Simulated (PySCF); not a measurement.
## Towards the basis-set limit for H2

State: singlet, closed shell. De refers to H + H. RHF-based CCSD(T) in PySCF 2.14 with H aug-cc-pVTZ and H aug-cc-pVQZ (frozen core orbitals: 0; no relativity). Correlation energies are extrapolated as n⁻³ (n = 3, 4), Hartree–Fock as (n+1)·exp(−9√n). SR is the spin-free X2C energy in H cc-pVTZ-DK less the non-relativistic one in H cc-pVTZ.

```json
{"Level": "CCSD(T)/TZ", "Re (Å)": "0.7430", "ωe (cm⁻¹)": "4401.1", "ωexe (cm⁻¹)": "127", "αe (cm⁻¹)": "3.12", "De (eV)": "4.707"}
{"Level": "CCSD(T)/QZ", "Re (Å)": "0.7420", "ωe (cm⁻¹)": "4400.0", "ωexe (cm⁻¹)": "123", "αe (cm⁻¹)": "3.03", "De (eV)": "4.734"}
{"Level": "HF/CBS", "Re (Å)": "0.7337", "ωe (cm⁻¹)": "4581.5", "ωexe (cm⁻¹)": "108", "αe (cm⁻¹)": "2.70", "De (eV)": "3.636"}
{"Level": "MP2/CBS", "Re (Å)": "0.7359", "ωe (cm⁻¹)": "4514.9", "ωexe (cm⁻¹)": "113", "αe (cm⁻¹)": "2.82", "De (eV)": "4.566"}
{"Level": "CCSD/CBS", "Re (Å)": "0.7417", "ωe (cm⁻¹)": "4400.6", "ωexe (cm⁻¹)": "121", "αe (cm⁻¹)": "2.99", "De (eV)": "4.750"}
{"Level": "CCSD(T)/CBS", "Re (Å)": "0.7417", "ωe (cm⁻¹)": "4400.6", "ωexe (cm⁻¹)": "121", "αe (cm⁻¹)": "2.99", "De (eV)": "4.750"}
{"Level": "CCSD(T)/CBS+SR", "Re (Å)": "0.7417", "ωe (cm⁻¹)": "4400.6", "ωexe (cm⁻¹)": "121", "αe (cm⁻¹)": "2.99", "De (eV)": "4.750"}
```

**Question.** How much is left between CCSD(T)/QZ and the basis-set limit, and how much do the triples give at the limit?

**Answer.** CCSD(T)/CBS less CCSD(T)/QZ: -0.3 mÅ in Re, +0.6 cm⁻¹ in ωe and +0.016 eV in De. CCSD(T)/CBS less CCSD/CBS: +0.0 mÅ in Re, +0.0 cm⁻¹ in ωe and +0.000 eV in De.

**Question.** What do the later terms add?

**Answer.** SR: +0.0 mÅ in Re, +0.0 cm⁻¹ in ωe and +0.000 eV in De, each against the row above.

The T1 diagnostic is 0.005. The open-shell atoms are computed with UHF. Spin–orbit coupling, excitations beyond (T) and corrections to the Born–Oppenheimer picture are left out.

The whole job (state search and all basis sets along the bond) took about 0.24 min on 4 threads of Arm Neoverse V1 (shared host), peak memory 0.92 GiB.
